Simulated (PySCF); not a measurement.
# From computed data to an observable: chemical shift, span and skew from a shielding tensor

CH7F2NSi2, SMILES NC([SiH2]F)[SiH2]F. Atoms are numbered in the order given.

```xyz
13

N      0.9098    -1.5526     0.1115
C      0.4218    -0.2857    -0.4854
Si     1.3157     1.2087     0.2217
F      0.9770     1.1958     1.8219
Si    -1.4528    -0.2593    -0.3296
F     -2.1040    -1.3269    -1.3710
H      0.8241    -1.5091     1.1285
H      1.9022    -1.6917    -0.0853
H      0.5897    -0.3150    -1.5817
H      0.8908     2.5295    -0.3253
H      2.7895     1.0200     0.0816
H     -1.9781     1.0906    -0.6819
H     -1.8545    -0.6532     1.0478
```

Geometry optimised at r2SCAN-D4/def2-SVP. The structure was generated by enumeration, and PubChem lists no compound with its InChIKey, so it may never have been made. One conformer was computed; it need not be the lowest.

GIAO shieldings from PBE0/pcSseg-1 (PySCF), non-relativistic, no solvent. The symmetric part of the tensor of C2 has the principal values 137.9, 147.8, 162.0 ppm. The same nucleus in TMS has σ = 186.3 ppm at this level (PySCF, at its B3LYP-D3(BJ)/def2-TZVP geometry).

**Question.** Work out the isotropic shielding, the ¹³C shift against TMS, the span and the skew.

**Answer.** 
σ(iso) = (σ11 + σ22 + σ33)/3 = 149.2 ppm. δ = σ(ref) − σ(iso) = 186.3 − (149.2) = 37.1 ppm.
Span Ω = σ33 − σ11 = 24.1 ppm. Skew κ = 3(σ(iso) − σ22)/Ω = 0.18. Tumbling in solution averages the tensor to δ; in a static solid the shielding alone would spread this spin-1/2 line over Ω.
